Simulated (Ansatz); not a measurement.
`[F][Ge]([F])([F])[Cl]` + NH₃ → `[NH2][Ge]([F])([F])[F]` + HCl at 400 K and 1 bar (ligand exchange at a Ge–Cl bond).

Gas-phase electronic energies from Ansatz, PBE0-D4/def2-TZVP geometries. CBS: MP2 limit from def2 TZ/QZ plus the TZ coupled-cluster correction, frozen cores. This one scheme is used for every species. For Ge outer-core shells are correlated without core-valence functions, which leaves a few kJ/mol of doubt a bond. Scalar relativity is left out up to krypton. Each species was taken in one conformer, which may not be the lowest.

| species | CCSD(T)/CBS energy (Eh) | H − E (kJ/mol) | S (J/(mol·K)) |
| --- | --- | --- | --- |
| `[F][Ge]([F])([F])[Cl]` | -2835.42086 | 50.6 | 352.4 |
| NH₃ | -56.50880 | 104.2 | 203.1 |
| `[NH2][Ge]([F])([F])[F]` | -2431.53610 | 117.9 | 374.6 |
| HCl | -460.38127 | 29.6 | 195.4 |

H − E and S are ideal-gas, rigid-rotor, harmonic terms from PBE0-D4/def2-TZVP, for one conformer and one mirror image of each species. 1 Eh = 2625.50 kJ/mol, R = 8.31446 J/(mol·K).

**Question.** By hand: ΔE, ΔH, ΔS and ΔG.

**Answer.** ΔE = (-2431.53610) + (-460.38127) − (-2835.42086) − (-56.50880) = 0.01229 Eh = 32.3 kJ/mol. Δ(H − E) = 117.9 + 29.6 − 50.6 − 104.2 = -7.3, so ΔH = 25.0 kJ/mol. ΔS = 374.6 + 195.4 − 352.4 − 203.1 = 14.5 J/(mol·K). ΔG = 25.0 − 400 × (14.5)/1000 = 19.2 kJ/mol.

**Question.** By hand: the equilibrium constant, and the temperature at which ΔG would vanish if ΔH and ΔS stayed fixed.

**Answer.** log₁₀ K = −ΔG/(RT ln 10) = -2.5. ΔG = 0 at ΔH/ΔS = 1724 K, though so small a ΔS makes that figure unsure.

The number of gas molecules stays the same, so ΔS is small and ΔH decides. A doubt of 5 kJ/mol in ΔE shifts log₁₀ K by 0.7 here. Other conformers and mirror images would add mixing entropy, several J/(mol·K) or more a flexible species. These are equilibria of isolated gas molecules and say nothing of rates. Largest T1 diagnostic: 0.012 (customary marks: 0.02 for closed shells, 0.045 for open ones).
